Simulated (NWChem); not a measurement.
System: In, doublet

NWChem input:

```
start job
memory heap 200 mb stack 900 mb global 1100 mb
geometry units angstroms noautoz
  In     0.000000     0.000000     0.000000
end
basis spherical
  * library def2-svp
end
ecp
  In library def2-ecp
end
dft
  odft
  mult 2
  xc bhlyp
  iterations 150
  mulliken
end
task dft energy
```

The open p shell is one determinant without spherical averaging. No stability test was run on the SCF state. def2 effective core potentials on In; no spin-orbit coupling.

**Question.** Give the results of this calculation. (BHandHLYP/def2-SVP with def2 effective core potentials on In, spin-unrestricted.) Quantities: energy (Ha); highest occupied level (eV); lowest empty minus highest occupied level, either spin (eV); <S²>.

**Answer.** 
| Property | Result |
|---|---|
| energy (Ha) | -190.04 |
| highest occupied level (eV) | -4.13 |
| lowest empty minus highest occupied level, either spin (eV) | 3.00 |
| <S²> | 0.753 |
